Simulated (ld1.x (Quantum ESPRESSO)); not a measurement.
# germanium (Ge): one change to a TM potential, before and after

ld1.x (Quantum ESPRESSO) 7.5 input, shortened:

```
&input
   title='Ge', zed=32., rel=1, dft='PBE', iswitch=3,
   config='[Ar] 3d10 4s2 4p0 4d-2'
 /
 &inputp
   pseudotype=2, tm=.true., lloc=2,
   nlcc=.false.
 /
3
4S  1  0   2.00   0.00  1.65  1.65  0.0
4P  2  1   0.00   0.00  1.85  1.85  0.0
4D  3  2  -2.00   0.45  1.85  1.85  0.0
 &test
   configts(1)='4s2 4p0'
 /
```

All-electron outer shells of the reference configuration (PBE, scalar-relativistic, ld1.x):

```
shell  level (eV)  outermost node (bohr)  outermost maximum (bohr)
   4s      -29.25                   0.77                      1.66
   4p      -19.81                   0.81                      1.98
```

Change: wave 4d channel at 0.45 Ry: rc 1.85 bohr becomes 4d channel at -0.18 Ry: rc 1.85 bohr.

Cutoffs: the cutoffs (Ry, on a coarse ladder) from which the occupation-weighted sum of valence levels, in a spherical-Bessel basis at the reference potential, stays within 10 and 1 mRy of its value at 400 Ry; they do not see the model core or the augmentation charge, which bear on the density cutoff. Errors are all-electron minus pseudo energies relative to the spin-unpolarised reference configuration.

Predict the effect on cutoff, ghosts and configuration errors.

The potential gets neither clearly harder nor softer (18 Ry and 45 Ry → 18 Ry and 45 Ry); both files keep a bound ghost (p, s); the errors of the 7 common tests hardly move; the range in which the d phases agree narrows (upper end 1.5 → 0.4).

```tsv
quantity	base	changed
cutoff, loose	18 Ry	18 Ry
cutoff, tight	45 Ry	45 Ry
bound ghosts	s, p	s, p
error for 4s2 4p2, meV [ΔE -22.88 eV]	+46	+48
error for 4s2 4p1, meV [ΔE -15.44 eV]	+22	+23
error for 4s1 4p0, meV [ΔE 34.79 eV]	+106	+106
error for 4s1 4p2, meV [ΔE -6.72 eV]	+58	+58
error for 4s1 4p3, meV [ΔE -14.91 eV]	+86	+87
error for 4s0 4p4, meV [ΔE -6.69 eV]	+151	+152
error for 4s2 4p1.5, meV [ΔE -20.08 eV]	+35	+36
s: phases at 2.00 bohr within 0.05 rad from the reference energy up to (Ry; the scan ends near 5)	3.9	3.3
p: phases at 2.00 bohr within 0.05 rad from the reference energy up to (Ry; the scan ends near 5)	3.8	4.0
d: phases at 2.00 bohr within 0.05 rad from the reference energy up to (Ry; the scan ends near 5)	1.5	0.4
```

 A true bound ghost makes a file unfit for plane-wave use even where its test errors are small: the radial tests pick states by their node count and pass the ghost by.
